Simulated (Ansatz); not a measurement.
Species: C₂H₆GeI₂, net charge 0, singlet state. SMILES: [CH3][Ge]([CH3])([I])[I]
Geometry: optimised at B3LYP-D3(BJ)/def2-TZVP (Ansatz, an electronic-structure program).

Quantity: vertical triplet-singlet gap (E(triplet) - E(singlet); each state is the SCF solution reached for its spin; for the triplet the Hartree-Fock reference is unstable and T1 is 0.016), in kcal/mol. Cores are frozen in the correlated levels unless marked. Open shells are spin-unrestricted. Spin-orbit coupling is left out. The frozen core is the preceding noble-gas configuration, with the filled d and f shells of earlier blocks. Past Kr the def2 sets carry scalar-relativistic core potentials.  The program attaches cautions to a run behind CCSD/def2-SVPD: other roots. The program attaches cautions to a run behind CCSD/def2-TZVPPD: other roots. The program attaches cautions to a run behind CCSD(T)/def2-TZVPPD: other roots.

```csv
level,program,vertical triplet-singlet gap (kcal/mol)
HF/def2-QZVPPD,Ansatz,105.7
RI-HF/def2-TZVPPD,Ansatz,106.0
B3LYP/def2-TZVPD,Ansatz,95.9
PBE0/def2-TZVPD,Ansatz,98.1
BHLYP/def2-TZVPD,Ansatz,104.3
CAM-B3LYP/def2-TZVPD,Ansatz,102.7
wB97M-V/def2-TZVPD,Ansatz,106.0
wB97X-V/def2-TZVPD,Ansatz,109.1
B2PLYP/def2-TZVPD,Ansatz,102.0
RI-MP2/def2-TZVPPD,Ansatz,113.7
RI-MP2/def2-QZVPPD,Ansatz,114.6
CCSD/def2-SVPD,Ansatz,108.9
CCSD/def2-TZVPPD,Ansatz,109.8
CCSD(T)/def2-TZVPPD,Ansatz,107.4
```
